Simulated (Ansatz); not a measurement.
CH7GeNO, SMILES `C[NH][GeH2][OH]`, relaxed with RKS PBE-D4/def2-SVP in Ansatz from a rough embedded geometry. The force threshold is 0.03 eV/Å; the program also tests the step.

Charge 0, multiplicity 1.

Start:

```xyz
11

C    -0.698   -1.283    0.016
N    -0.345   -0.248    0.935
Ge    0.094    1.231   -0.085
O     1.446    0.947   -1.163
H     0.151   -1.598   -0.654
H    -0.959   -2.255    0.645
H    -1.618   -1.062   -0.570
H     0.487   -0.510    1.422
H     0.373    2.461    0.884
H    -1.142    1.646   -0.972
H     2.212    0.672   -0.457
```

**Question.** How much energy does the relaxation release, and in how many steps? (Estimate.)

**Answer.** Computed: 63.54 kJ/mol, in 10 steps, 2 of them rejected.

**Question.** Which bonds change most? (Best estimate.)

**Answer.** The calculation gave: O4–H11 from 1.077 to 0.975 Å; C1–H6 from 1.187 to 1.112 Å; Ge3–O4 from 1.752 to 1.814 Å; Ge3–H9 from 1.591 to 1.554 Å.

**Question.** Give the relaxed structure. (Estimate.)

**Answer.** Ansatz gave: 
```xyz
11

C    -0.720   -1.451    0.060
N    -0.280   -0.275    0.791
Ge    0.124    1.308   -0.054
O     1.469    1.219   -1.268
H     0.097   -2.042   -0.421
H    -1.287   -2.143    0.720
H    -1.414   -1.147   -0.752
H     0.294   -0.494    1.610
H     0.477    2.305    1.084
H    -1.078    1.693   -0.941
H     2.318    1.026   -0.828
```
